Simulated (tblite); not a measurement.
C₄H₆NOS (charge +1).
Bonds: S1–C2, C2–N3, N3–C4 (aromatic), C4–C5 (aromatic), C5–O6 (aromatic), O6–C7 (aromatic), N3–C7 (aromatic). Hydrogens: H8 on S1; H9, H10 on C2; H11 on C4; H12 on C5; H13 on C7.
Bond orders are those of one Lewis drawing.

Computed with GFN2-xTB (tblite), gas phase: Langevin dynamics at 300 K from the optimised GFN2-xTB geometry, time step 0.5 fs, friction 0.01 fs⁻¹, 2000 steps. The instantaneous temperature is 2·E(kin)/(3Nk) with all 3N coordinates.

| t (fs) | T (K) | E(pot) above start (eV) | S1–C2 (Å) | C2–N3 (Å) | N3–C4 (Å) | C4–C5 (Å) | C5–O6 (Å) | S1–H8 (Å) | S1–C2–N3–C4 (°) |
| --- | --- | --- | --- | --- | --- | --- | --- | --- | --- |
| 0 | 250 | 0.000 | 1.839 | 1.444 | 1.372 | 1.359 | 1.340 | 1.333 | -93 |
| 50 | 170 | 0.284 | 1.833 | 1.414 | 1.372 | 1.336 | 1.346 | 1.347 | -94 |
| 100 | 207 | 0.284 | 1.859 | 1.422 | 1.338 | 1.402 | 1.328 | 1.299 | -88 |
| 150 | 165 | 0.202 | 1.838 | 1.437 | 1.352 | 1.375 | 1.361 | 1.343 | -89 |
| 200 | 212 | 0.241 | 1.861 | 1.432 | 1.378 | 1.343 | 1.323 | 1.350 | -85 |
| 250 | 197 | 0.337 | 1.876 | 1.449 | 1.323 | 1.342 | 1.336 | 1.281 | -87 |
| 300 | 232 | 0.387 | 1.845 | 1.419 | 1.386 | 1.370 | 1.368 | 1.333 | -101 |
| 350 | 173 | 0.376 | 1.810 | 1.437 | 1.361 | 1.361 | 1.358 | 1.346 | -113 |
| 400 | 214 | 0.365 | 1.873 | 1.516 | 1.358 | 1.357 | 1.370 | 1.294 | -116 |
| 450 | 280 | 0.276 | 1.819 | 1.441 | 1.343 | 1.353 | 1.348 | 1.308 | -130 |
| 500 | 284 | 0.336 | 1.875 | 1.446 | 1.349 | 1.420 | 1.332 | 1.369 | -119 |
| 550 | 385 | 0.429 | 1.744 | 1.445 | 1.337 | 1.377 | 1.370 | 1.283 | -118 |
| 600 | 243 | 0.489 | 1.854 | 1.440 | 1.360 | 1.377 | 1.364 | 1.371 | -96 |
| 650 | 292 | 0.451 | 1.872 | 1.417 | 1.349 | 1.368 | 1.323 | 1.281 | -93 |
| 700 | 305 | 0.548 | 1.935 | 1.423 | 1.330 | 1.347 | 1.372 | 1.372 | -86 |
| 750 | 324 | 0.602 | 1.900 | 1.383 | 1.340 | 1.389 | 1.380 | 1.366 | -109 |
| 800 | 351 | 0.502 | 1.915 | 1.453 | 1.344 | 1.374 | 1.334 | 1.346 | -121 |
| 850 | 265 | 0.525 | 1.892 | 1.441 | 1.339 | 1.354 | 1.311 | 1.344 | -125 |
| 900 | 257 | 0.513 | 1.846 | 1.451 | 1.401 | 1.355 | 1.350 | 1.298 | -148 |
| 950 | 245 | 0.515 | 1.883 | 1.419 | 1.411 | 1.361 | 1.323 | 1.357 | -152 |
| 1000 | 374 | 0.270 | 1.863 | 1.421 | 1.357 | 1.368 | 1.358 | 1.343 | -163 |

**Question.** From 500 fs on, how do temperature and potential energy compare with equipartition?

**Answer.** The mean temperature of these 11 frames is 302 K against the target 300 K, and the mean potential energy 0.47 eV against 33 × kT/2 = 0.43 eV for 33 classical harmonic modes. For 13 atoms in a canonical ensemble the temperature itself scatters by T·√(2/(3N)) = 68 K; here its standard deviation is 48 K. The whole run lasts only 10 friction times of 100 fs, so these averages carry a wide statistical error.

**Question.** What are the kinetic and total energies of the listed frame with the highest potential energy?

**Answer.** The one at 750 fs, 0.602 eV above the start. Its kinetic energy is 3NkT/2 = 0.545 eV at 324 K, so the sum is 1.15 eV; over the listed frames the sum runs from 0.42 to 1.15 eV, since the thermostat adds and removes energy.

**Question.** How much do the listed bonds fluctuate from 500 fs on?

**Answer.** 
```json
{"bond": "S1–C2", "at the start (Å)": "1.839", "mean (Å)": "1.871", "standard deviation (Å)": "0.047"}
{"bond": "C2–N3", "at the start (Å)": "1.444", "mean (Å)": "1.431", "standard deviation (Å)": "0.020"}
{"bond": "N3–C4", "at the start (Å)": "1.372", "mean (Å)": "1.356", "standard deviation (Å)": "0.025"}
{"bond": "C4–C5", "at the start (Å)": "1.359", "mean (Å)": "1.372", "standard deviation (Å)": "0.019"}
{"bond": "C5–O6", "at the start (Å)": "1.340", "mean (Å)": "1.347", "standard deviation (Å)": "0.022"}
{"bond": "S1–H8", "at the start (Å)": "1.333", "mean (Å)": "1.339", "standard deviation (Å)": "0.034"}
```

The motion is classical and holds no zero-point motion.

The cost below is that of the whole dynamics run. Time: 31 s; peak memory 0.18 GiB. Hardware: an Intel Xeon at 2.50 GHz with one thread (shared host).
